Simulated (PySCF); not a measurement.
# Polarisability and C₆ of Te⁻ (tellurium, charge -1)

[Kr] 4d10 5s2 5p5, 2P determinant. Computed with PySCF 2.14 in aug-cc-pVQZ-PP with ECP28MDF (7s7p5d3f2g, 92 functions), with a scalar-relativistic core potential. Coupled (time-dependent) response in atomic units; α is the mean over directions.

```
 method  mean α (bohr³)         α xx, yy, zz  C₆ (like pair)  S(−4)
LC-wPBE           81.78  67.67, 88.84, 88.84            1213   2008
```

S(−4) is the Cauchy moment in α(ω) = α(0) + S(−4) ω² + …

Spin-orbit coupling is absent.

α(iu) at LC-wPBE:

```json
{"u (hartree)": "0", "α(iu) (bohr³)": "81.78"}
{"u (hartree)": "0.0500", "α(iu) (bohr³)": "77.19"}
{"u (hartree)": "0.100", "α(iu) (bohr³)": "66.96"}
{"u (hartree)": "0.200", "α(iu) (bohr³)": "46.57"}
{"u (hartree)": "0.300", "α(iu) (bohr³)": "32.71"}
{"u (hartree)": "0.500", "α(iu) (bohr³)": "18.15"}
{"u (hartree)": "0.750", "α(iu) (bohr³)": "10.41"}
{"u (hartree)": "1.00", "α(iu) (bohr³)": "6.814"}
{"u (hartree)": "1.50", "α(iu) (bohr³)": "3.687"}
{"u (hartree)": "2.00", "α(iu) (bohr³)": "2.377"}
{"u (hartree)": "3.00", "α(iu) (bohr³)": "1.268"}
{"u (hartree)": "5.00", "α(iu) (bohr³)": "0.5479"}
```

For an ion, C₆ is the dispersion term alone; charge-induced terms of lower order in 1/R come first.

The components differ because the open shell of this determinant is not spherical; for a pure term their mean is the scalar polarisability.

Energies and moments cover only the electrons outside the core potential.
